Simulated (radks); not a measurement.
Q: The table gives one normalised radial function P(r) = r R(r) of Ag45+ in [He] (r in bohr). All-electron calculation, scalar-relativistic Kohn-Sham, exchange-only PBE, spin-polarised, spherical densities, point nucleus. Program: a radial shooting solver on a logarithmic mesh with Libxc functionals.

| r | P |
|---|---|
| 0.001429 | 0.3684 |
| 0.00156 | 0.3976 |
| 0.001717 | 0.4317 |
| 0.00189 | 0.4683 |
| 0.002081 | 0.5077 |
| 0.00229 | 0.5497 |
| 0.002521 | 0.5947 |
| 0.002775 | 0.6425 |
| 0.00303 | 0.6889 |
| 0.003336 | 0.7422 |
| 0.003672 | 0.7984 |
| 0.004042 | 0.8573 |
| 0.004449 | 0.9187 |
| 0.004897 | 0.9822 |
| 0.00539 | 1.0475 |
| 0.005886 | 1.1084 |
| 0.006479 | 1.1753 |
| 0.007132 | 1.2419 |
| 0.007851 | 1.3071 |
| 0.008642 | 1.3695 |
| 0.009513 | 1.4277 |
| 0.01047 | 1.4797 |
| 0.01143 | 1.5201 |
| 0.01259 | 1.5542 |
| 0.01385 | 1.5751 |
| 0.01525 | 1.5798 |
| 0.01679 | 1.5652 |
| 0.01848 | 1.5278 |
| 0.02034 | 1.4642 |
| 0.02221 | 1.3799 |
| 0.02445 | 1.2566 |
| 0.02691 | 1.0979 |
| 0.02963 | 0.9016 |
| 0.03261 | 0.6667 |
| 0.0359 | 0.3934 |
| 0.03951 | 0.0837 |
| 0.04315 | -0.2288 |
| 0.0475 | -0.5949 |
| 0.05228 | -0.9790 |
| 0.05755 | -1.3695 |
| 0.06335 | -1.7526 |
| 0.06973 | -2.1125 |
| 0.07676 | -2.4322 |
| 0.08382 | -2.6753 |
| 0.09226 | -2.8710 |
| 0.1016 | -2.9819 |
| 0.1118 | -2.9995 |
| 0.1231 | -2.9216 |
| 0.1355 | -2.7531 |
| 0.1491 | -2.5061 |
| 0.1628 | -2.2267 |
| 0.1792 | -1.8856 |
| 0.1973 | -1.5315 |
| 0.2172 | -1.1891 |
| 0.239 | -0.8791 |
| 0.2631 | -0.6163 |
| 0.2896 | -0.4076 |
| 0.3163 | -0.2639 |
| 0.3482 | -0.1537 |
| 0.3832 | -0.0830 |
| 0.4218 | -0.0413 |

Which n and l does it have? It may be an empty orbital.

A: n = 2, l = 0: the number of nodes gives n - l - 1 = 1, the rise at small r (about r^(l+1), flatter next to the nucleus through relativity) gives l, and the extent must fit the shell. The curve is that of 2s. 2s (empty): eigenvalue -7338.9 eV, 1 radial node at r = 0.0405 bohr, <r> = 0.125 bohr, 90 % of the charge inside 0.191 bohr.
